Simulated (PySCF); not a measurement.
Species: C2H9B2N.
Structure used (PBE0-D3(BJ)/def2-SVP), in Å, numbered top down from 1:
```xyz
14
C2H9B2N angstrom
B      2.2194   -0.1949    0.4834
N      0.8872   -0.6612    0.4813
B     -0.3152   -0.0433   -0.0230
C     -0.3028    1.3724   -0.7074
C     -1.6705   -0.8422    0.1077
H      3.0776   -0.8816    0.9901
H      2.4956    0.8710   -0.0108
H      0.7445   -1.5675    0.9191
H      0.6917    1.7849   -0.9189
H     -0.8332    2.0826   -0.0477
H     -0.8880    1.3503   -1.6420
H     -1.8527   -1.3577   -0.8539
H     -1.6702   -1.6167    0.8911
H     -2.5378   -0.1821    0.2632
```

Computed with PySCF at PBE0/pcSseg-1 and wB97X-D/def2-SVPD, non-relativistic, on one gas-phase PBE0-D3(BJ)/def2-SVP geometry that isn't relaxed in the solvent. The solvent is an IEF-PCM continuum (cavity from Bondi-type radii × 1.2). The model holds no explicit solvent molecules, cavitation or dispersion.

Gas phase at PBE0/pcSseg-1: HOMO -8.74 eV, LUMO -0.84 eV, dipole 1.29 D.

Q: What does the continuum do to the energy, the frontier levels and the dipole at PBE0/pcSseg-1 in acetonitrile and water?

A: 
```json
{"solvent": "acetonitrile", "ε": "35.69", "E(solvent) − E(gas) (kcal/mol)": "-1.80", "polarisation term (kcal/mol)": "-2.04", "distortion of the solute (kcal/mol)": "0.24", "HOMO (eV)": "-8.60", "LUMO (eV)": "-0.80", "dipole (D)": "1.67"}
{"solvent": "water", "ε": "78.36", "E(solvent) − E(gas) (kcal/mol)": "-1.85", "polarisation term (kcal/mol)": "-2.10", "distortion of the solute (kcal/mol)": "0.25", "HOMO (eV)": "-8.60", "LUMO (eV)": "-0.80", "dipole (D)": "1.68"}
```

The polarisation term is half the interaction of the solute with the surface charges that it induces; the rest is the cost of distorting the solute's density. The sum is the electrostatic part of solvation alone. From acetonitrile to water the lowering changes by a factor 1.03, Onsager's factor (ε − 1)/(2ε + 1) by 1.02 and ε itself by 2.2.

Q: Which radius a makes the point-dipole formula ΔE = −[(ε − 1)/(2ε + 1)]·μ²/a³ give the value in water, with the gas-phase dipole?

A: μ = 0.506 au and |ΔE| = 0.00295 Eh give a = 1.85 Å; the farthest nucleus lies 3.35 Å from the centroid of the nuclei, so such a sphere wouldn't even hold the nuclei. The formula assumes a rigid point dipole at the centre of a sphere.

Q: Give the dipole vector in the frame of the coordinates (D, pointing from negative to positive charge), gas and water.

A: Gas (-1.02, -0.77, 0.17), solvent (-1.30, -1.04, 0.25). Its length changes by +31 % and its direction by 2°.

Q: Which Hirshfeld charges (PBE0/pcSseg-1) respond most in acetonitrile (means over atoms taken as equivalent)?

A: 
| atoms | environment | gas (e) | solvent (e) | change |
| --- | --- | --- | --- | --- |
| H8 | N–H hydrogen | +0.126 | +0.137 | +0.011 |
| B1 | three-coordinate boron | +0.137 | +0.131 | -0.006 |
| H6/H7 | B–H hydrogen | -0.064 | -0.069 | -0.005 |
| N2 | boron-bound nitrogen | -0.208 | -0.206 | +0.002 |
| C4/C5 | sp3 carbon bound to boron | -0.195 | -0.197 | -0.002 |
| B3 | three-coordinate boron | +0.217 | +0.219 | +0.002 |

Q: How do the nuclear quadrupole coupling constants eQVzz/h respond in acetonitrile?

A: 
| nucleus | Q (barn) | gas (MHz) | solvent (MHz) | η gas | η solvent |
| --- | --- | --- | --- | --- | --- |
| 11B at B1 | 0.04059 | 4.71 | 4.64 | 0.09 | 0.06 |
| 14N at N2 | 0.02044 | 1.48 | 1.24 | 0.13 | 0.24 |
| 11B at B3 | 0.04059 | 4.74 | 4.74 | 0.22 | 0.22 |

Gas phase at wB97X-D/def2-SVPD: HOMO -10.64 eV, LUMO 1.06 eV, dipole 1.21 D.

Q: What does the continuum do to the energy, the frontier levels and the dipole at wB97X-D/def2-SVPD in acetonitrile?

A: 
| solvent | ε | E(solvent) − E(gas) (kcal/mol) | polarisation term (kcal/mol) | distortion of the solute (kcal/mol) | HOMO (eV) | LUMO (eV) | dipole (D) |
| --- | --- | --- | --- | --- | --- | --- | --- |
| acetonitrile | 35.69 | -1.77 | -2.02 | 0.25 | -10.50 | 1.10 | 1.61 |

Q: How does the static polarisability (wB97X-D/def2-SVPD, frozen core, with the continuum's full static response) change?

A: 
```
      medium  isotropic (au)  principal values (au)  ⟨r²⟩ of the electrons (bohr²)
         gas            62.7       49.0, 63.9, 75.1                          533.1
acetonitrile            81.9       66.4, 83.7, 95.6                          533.5
```

The isotropic value in acetonitrile is 1.31 times the gas-phase one; no cavity-field correction is applied. ⟨r²⟩ is taken about the centre of nuclear charge.

wB97X-D is run here without its empirical dispersion term; that term would change no orbital, density or response property at a fixed geometry.
